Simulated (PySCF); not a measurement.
cyanomethylboronic acid (C₂H₄BNO₂), SMILES N#CCB(O)O. Atoms are numbered in the order given.

```xyz
10

N     -0.3162     2.5761     0.0000
C      0.3231     1.6081     0.0000
C      1.0053     0.3235     0.0000
B     -0.0331    -0.8987     0.0000
O     -1.3789    -0.7253     0.0000
O      0.4954    -2.1469     0.0000
H      1.6611     0.2413    -0.8832
H      1.6611     0.2413     0.8832
H     -1.6606     0.2007     0.0000
H     -0.1849    -2.8343     0.0000
```
Charge 0, spin multiplicity 1.

Geometry: B3LYP-D3(BJ)/def2-SVP. One conformer was computed; it need not be the lowest.

Two levels are set side by side: PBE/pcSseg-1 (PySCF) and KT2/pcSseg-1 (PySCF). GIAO shifts against BF3 (¹¹B), H2O (¹⁷O), NH3 (¹⁵N), TMS (¹H), TMS (¹³C) at the same level; non-relativistic, no solvent, atoms listed together averaged. Differences are taken from unrounded values.

```csv
quantity,PBE
δ(¹⁵N) of N1 (ppm),301.7
δ(¹³C) of C2 (ppm),122.6
δ(¹³C) of C3 (ppm),6.6
δ(¹¹B) of B4 (ppm),15.3
"δ(¹H) of H7, H8 (ppm)",2.07
```

### Question
These are the PBE values. What does KT2 give? (An estimate is asked for; the answer gives what the named calculation found.)

### Answer

| quantity | KT2 | PBE minus KT2 |
|---|---|---|
| δ(¹⁵N) of N1 (ppm) | 283.6 | 18.1 |
| δ(¹³C) of C2 (ppm) | 114.2 | 8.4 |
| δ(¹³C) of C3 (ppm) | 6.6 | 0.0 |
| δ(¹¹B) of B4 (ppm) | 14.6 | 0.7 |
| δ(¹H) of H7, H8 (ppm) | 2.11 | -0.04 |

Rough cost on one machine, each run with all the roots and properties that it gave: KT2 against PBE within a factor of 2.
